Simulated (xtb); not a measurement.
Cd(OMe)(SeH) (CH4CdOSe), SMILES C[O][Cd][SeH]. All values are semi-empirical tight-binding results from xtb (GFN2-xTB unless named), good for trends rather than for accurate numbers. Coordinates come from a GFN2-xTB optimisation. The values are those of a single conformer.

For metal compounds this method's bond lengths and energies can be far off.

- orbital gap: 2.80 eV
- zero-point energy: 28.5 kcal/mol
- G − E(el) at 298.15 K (modified RRHO): 6.8 kcal/mol
